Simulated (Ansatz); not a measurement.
Isomers of Na₆Cd⁺ (doublet), relaxed with PBE/def2-SVP; total energies from Ansatz at PBE0/def2-TZVP.

```
isomer                                                                    description  energy (Eh)
     A             point group C2; 9 × Na–Na 3.45 to 3.78 Å; 6 × Cd–Na 3.00 to 3.59 Å  -1140.82486
     B           point group not assigned; 9 × Na–Na 3.41 to 3.78 Å; 1 × Cd–Na 3.33 Å  -1140.79906
     C  point group not assigned; 10 × Na–Na 3.44 to 3.91 Å; 5 × Cd–Na 3.07 to 3.45 Å  -1140.82052
     D  point group not assigned; 10 × Na–Na 3.43 to 3.95 Å; 5 × Cd–Na 3.05 to 3.46 Å  -1140.82051
```

In the def2 sets Cd takes a core potential; there is no spin–orbit coupling.

The isomers come from a short search, and lower ones may exist.

Task: Work out the relative energies (1 Eh = 2625.5 kJ/mol) and the Boltzmann populations at 800 K from electronic energies alone (R = 8.314 J/mol/K).

Result: ΔE: A 0.0, B 67.7, C 11.4, D 11.4 kJ/mol. RT = 6.65 kJ/mol. Factors exp(−ΔE/RT): A 1, B 3.79e-05, C 0.18, D 0.18; sum 1.360. Populations: A 73.5 %, B 0.0 %, C 13.2 %, D 13.2 %. Zero-point energy, vibrational entropy and symmetry numbers are left out and can shift these; an error of 4 kJ/mol changes a ratio by a factor of 1.8. Over the other density-functional and correlated levels in def2 sets, the gap between A and C ranges from 6 to 17 kJ/mol.
